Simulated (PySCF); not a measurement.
C₃H₈SeSi.
Numbering: `[SiH3:1][Se:2][CH:3]1[CH2:4][CH2:5]1` (hydrogens: H6, H7, H8 on Si1; H9 on C3; H10, H11 on C4; H12, H13 on C5)

Structure used (PBE0-D3(BJ)/def2-SVP), in Å, numbered top down from 1:
```xyz
13
C3H8SeSi angstrom
Si     2.2672   -0.3772   -0.3339
Se     0.3495   -1.1709   -1.2734
C     -0.7909    0.2328   -0.5835
C     -2.1578   -0.1369   -0.0945
C     -1.1125    0.3118    0.8801
H      3.3567   -1.3081   -0.7510
H      2.1662   -0.3493    1.1569
H      2.5742    1.0054   -0.8116
H     -0.6910    1.1731   -1.1334
H     -2.9807    0.5408   -0.3370
H     -2.4308   -1.1956   -0.0945
H     -1.1998    1.3066    1.3257
H     -0.6724   -0.4439    1.5368
```

Linear response at CAM-B3LYP/def2-SVPD (PySCF, frozen core in the response, non-relativistic). Relativistic effects, spin–orbit coupling among them, are left out although an element past zinc is present.

Static isotropic polarisability: 90.82 au (13.46 Å³), principal values 75.1, 87.4, 109.9 au.

(1) What is the polarisability at 1064 nm and at the sodium D line?

(2) What is the isotropic C6 coefficient between two such molecules, C6 = (3/π)∫α(iω)² dω?

(3) Which effective excitation energy ω̄ makes London's formula C6 = (3/4)α²ω̄ exact here?

(4) What n − 1 at the D line would an ideal gas of it have at 273.15 K and 1 atm (2.6868 × 10¹⁹ cm⁻³), by n − 1 = 2π·N·α′?

(5) How anisotropic is the static polarisability, by Δα² = ½[(α1 − α2)² + (α2 − α3)² + (α3 − α1)²]?

(6) How many electrons N does the Slater–Kirkwood formula C6 = (3/4)·√N·α^(3/2) need to give this C6?

(7) What molar refraction at the D line follows from R = (4π/3)·N_A·α′, with α′ the polarisability volume?

(8) The lowest 10 singlets have (eV, f): 5.00, 0.004; 5.74, 0.022; 6.43, 0.014; 6.73, 0.002; 6.77, 0.005; 6.83, 0.037; 6.98, 0.025; 7.12, 0.046; 7.38, 0.032; 7.51, 0.227. What share of the static polarisability do they carry in the sum over states α = Σ f/ω²?

(9) What three-body coefficient follows from the one-pole estimate C9 = (3/4)·α·C6?

## Answers

(1) 91.77 au at 1064 nm (+1.0 %), 94.04 au at 589.3 nm (+3.5 %). The rise at 589.3 nm is 3.38 times that at 1064 nm; a pure ω² law gives 3.26. The lowest singlet lies at 248 nm, shorter than both wavelengths.

(2) 2934 au (Eh·bohr⁶) by a ten-point quadrature over imaginary frequencies, which is 1750 eV·Å⁶ or 169 J·nm⁶/mol.

(3) ω̄ = 4·C6/(3α²) = 0.474 Eh = 12.9 eV. A one-pole form α(ω) = α/(1 − ω²/ω̄²) fitted to the 1064 nm value gives 11.4 eV. London's choice of the ionisation energy (8.67 eV, ΔSCF at the same level) gives C6 = 1970 au, 33 % too low.

(4) 23.52 × 10⁻⁴, a formal value whether or not that pressure can be reached.

(5) Δα = 30.6 au, or 0.34 of the isotropic value.

(6) N = (4·C6/3)²/α³ = 20.4; the species has 74 electrons in all.

(7) α′ = 13.93 Å³ gives R = 35.15 cm³/mol, for isolated, non-vibrating species.

(8) 6.02 au, 6.6 % of α; the largest term, 2.98 au, is that of the state at 7.51 eV. Their oscillator strengths add up to 0.41. Higher states carry the rest.

(9) 200000 au. This is an estimate from the two numbers above, not a computed integral.

One conformer stands for the species.
